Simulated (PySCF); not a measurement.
Hf(F)4 anion (F₄Hf), SMILES [F][Hf]([F])([F])[F] (connectivity only; charge and spin as stated), charge -1, multiplicity 2.

Coordinates come from a r2SCAN-D4/def2-SVPD optimisation. The multiplicity is an assumed one; other spin states were not compared. The isomer is the one that the SMILES or the coordinates give; other isomers of the formula were not compared. The def2 effective core potentials stand for the cores of Hf; spin–orbit coupling is left out.

The numbers are results of PBE/def2-SVPD in PySCF, not measurements.

Gas-phase values at a fixed geometry. A positive occupied level means that this level leaves the electron formally unbound; only the finite basis holds it.

Computed frontier levels, dipole moment and polarisability:
```yaml
"α spin, highest occupied and lowest empty level": 0.74 and 3.22 eV
"β spin, highest occupied and lowest empty level": -3.86 and 2.03 eV
dipole_moment_about_the_centre_of_nuclear_charge: 0.000 e·Å
mean_static_polarisability: 82.4 bohr³ (12.21 Å³)
polarisability_principal_values: 67.2, 67.2, 112.7 bohr³
"⟨S²⟩": 0.751 (pure state 0.75)
```
